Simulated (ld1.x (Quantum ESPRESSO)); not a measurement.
## Before and after: TM semilocal potential for arsenic (As)

arsenic (As), norm-conserving Troullier–Martins (semilocal form), made with ld1.x (Quantum ESPRESSO) 7.5 (PBE, scalar-relativistic). Core [Ar] 3d10, reference 4s2 4p2 (charge +1). Waves: 4s (bound): rc 1.50 bohr; 4p (bound): rc 1.80 bohr; 4d channel at 0.2 Ry: rc 1.75 bohr. Local part: the d channel. Core correction: Bessel-smoothed model core, default radius (core density twice the valence density).

Change: wave 4p (bound): rc 1.80 bohr becomes 4p (bound): rc 1.22 bohr.

Cutoffs: the cutoffs (Ry, on a coarse ladder) from which the occupation-weighted sum of valence levels, in a spherical-Bessel basis at the reference potential, stays within 10 and 1 mRy of its value at 400 Ry; they do not see the model core or the augmentation charge, which bear on the density cutoff. Errors are all-electron minus pseudo energies relative to the spin-unpolarised reference configuration.

Task: Predict the effect on cutoff, ghosts and configuration errors.

Result: The potential gets harder (35 Ry and 50 Ry → 90 Ry and 180 Ry); of the 7 tests that both files solve, the error grows in 4 and shrinks in 2 by more than 15 % and 0.3 meV (median size 10.3 → 8.7 meV); neither file shows a bound ghost. A smaller radius makes the pseudo-wave follow the all-electron one further in, where it bends more sharply, so more plane waves are needed. A semilocal file is local in each channel, so a ghost entry of none says nothing of the separable form that plane-wave codes build from it.

```tsv
quantity	base	changed
cutoff, loose	35 Ry	90 Ry
cutoff, tight	50 Ry	180 Ry
loose cutoff by channel (10 mRy a level)	s 18 Ry, p 12 Ry	s 18 Ry, p 80 Ry
bound ghosts	none	none
error for 4s2 4p3, meV [ΔE -9.15 eV]	0.0	+2.4
error for 4s2 4p1, meV [ΔE 17.92 eV]	-10	-8.7
error for 4s2 4p0, meV [ΔE 45.62 eV]	-62	-79
error for 4s2 4p2.5, meV [ΔE -5.59 eV]	+0.2	+0.7
error for 4s1 4p4, meV [ΔE 0.27 eV]	-4.6	-1.9
error for 4s0 4p5, meV [ΔE 9.91 eV]	-26	-15
error for 4s1 4p0, meV [ΔE 96.27 eV]	-283	-326
```
